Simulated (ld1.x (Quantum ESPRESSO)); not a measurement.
Reading a pseudo-wave (Ni)

Columns: radius, all-electron u(r) and pseudo u(r) of the 4p shell (level -1.23 eV) of nickel in the configuration [Ar] 3d8 4s2 4p0; PBE, scalar-relativistic, RRKJ scheme, ld1.x (Quantum ESPRESSO) 7.5.

```
r (bohr)  all-electron  pseudo
   0.145        0.0945  0.0017
   0.290       -0.0249  0.0071
   0.435       -0.1363  0.0167
   0.580       -0.1650  0.0313
   0.725       -0.1320  0.0514
   0.870       -0.0681  0.0777
   1.015        0.0064  0.1098
   1.160        0.0807  0.1472
   1.305        0.1498  0.1885
   1.450        0.2117  0.2320
   1.595        0.2658  0.2755
   1.740        0.3124  0.3170
   1.885        0.3520  0.3548
   2.030        0.3852  0.3877
   2.175        0.4126  0.4150
   2.320        0.4348  0.4368
   2.465        0.4524  0.4537
   2.610        0.4657  0.4663
   2.755        0.4754  0.4755
   2.900        0.4818  0.4818
   3.045        0.4854  0.4854
   3.190        0.4864  0.4864
   3.335        0.4853  0.4853
   3.480        0.4823  0.4823
   3.625        0.4777  0.4777
   3.770        0.4719  0.4719
```

(1) How many radial nodes do the two functions have?

(2) At about which radius was the pseudo-wave matched?

(3) Is the pseudo-wave norm-conserving?

## Answers

(1) The all-electron 4p function has n − l − 1 = 2; the pseudo-wave has 0, since the states of the same l below it are removed with the core.

(2) 2.90 bohr, where the columns begin to agree (steps of 0.14 bohr).

(3) Yes: the RRKJ scheme keeps the norm inside the radius equal to the all-electron one, which fixes the energy derivative of the logarithmic derivative at the level.
